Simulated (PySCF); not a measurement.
Isomers of C5H6O3. Level of theory: TDDFT CAM-B3LYP/def2-SVPD, vertical, gas phase, core orbitals frozen in the response in PySCF 2.14.0, density-fitted response routines. Geometries: GFN2-xTB; one conformer of each isolated species. Triplets are in the Tamm–Dancoff approximation.

A. `C=C[C@H]1OCOC1=O`
B. `O=C(O)[C@@H]1C=CCO1`
C. `O=C[C@@H]1CC(=O)CO1`
D. `O=CO/C=C1\CCO1`

Lowest singlet levels (six at most, fewer where fewer were computed) with oscillator strengths:

1. 218 nm (f 0.015); 185 nm (f 0.043); 174 nm (f 0.148); 160 nm (f 0.051); 160 nm (f 0.010); 159 nm (f 0.018); T1 4.34 eV
2. 301 nm (f 0.000); 287 nm (f 0.000); 204 nm (f 0.003); 197 nm (f 0.008); 184 nm (f 0.003); 168 nm (f 0.012); T1 3.54 eV
3. 216 nm (f 0.142); 212 nm (f 0.003); 197 nm (f 0.004); 195 nm (f 0.009); 184 nm (f 0.151); 176 nm (f 0.006); T1 4.10 eV
4. 223 nm (f 0.024); 193 nm (f 0.056); 179 nm (f 0.002); 173 nm (f 0.025); 169 nm (f 0.134); 167 nm (f 0.018); T1 4.27 eV

**Question.** Which spectrum belongs to which structure?

**Answer.** 1 = A, 2 = C, 3 = D, 4 = B.
- A: S1 at 5.68 eV, HOMO→LUMO (33%), HOMO-1→LUMO (27%), HOMO→LUMO+2 (10%); Löwdin shares by element: HOMO carbon 59% or more, oxygen 16% or more (atoms not listed hold the other 25%); LUMO carbon 56% or more, oxygen 12% or more (atoms not listed hold the other 32%); HOMO -9.35 and LUMO 0.29 eV.
- B: S1 at 5.55 eV, HOMO→LUMO (61%), HOMO-2→LUMO (15%), HOMO-2→LUMO+3 (8%); Löwdin shares by element: HOMO carbon 40% or more, oxygen 17% or more (atoms not listed hold the other 43%); LUMO carbon 57% or more, oxygen 14% or more (atoms not listed hold the other 29%); HOMO -8.59 and LUMO 0.63 eV.
- C: S1 at 4.12 eV, HOMO-1→LUMO (53%), HOMO→LUMO (24%); Löwdin shares by element: HOMO oxygen 60%, carbon 8% or more (atoms not listed hold the other 32%); LUMO carbon 46% or more, oxygen 27% or more (atoms not listed hold the other 27%); HOMO -9.12 and LUMO -0.42 eV.
- D: S1 at 5.73 eV, HOMO→LUMO (95%); Löwdin shares by element: HOMO carbon 50% or more, oxygen 35% or more (atoms not listed hold the other 16%); LUMO carbon 42% or more, oxygen 39% or more (atoms not listed hold the other 19%); HOMO -7.86 and LUMO 0.87 eV.
A and B have S1 within 0.13 eV of each other; their strongest listed levels stand at 7.13 eV (f 0.148) and 7.33 eV (f 0.134).
A and D have S1 within 0.06 eV of each other; their strongest listed levels stand at 7.13 eV (f 0.148) and 6.74 eV (f 0.151).
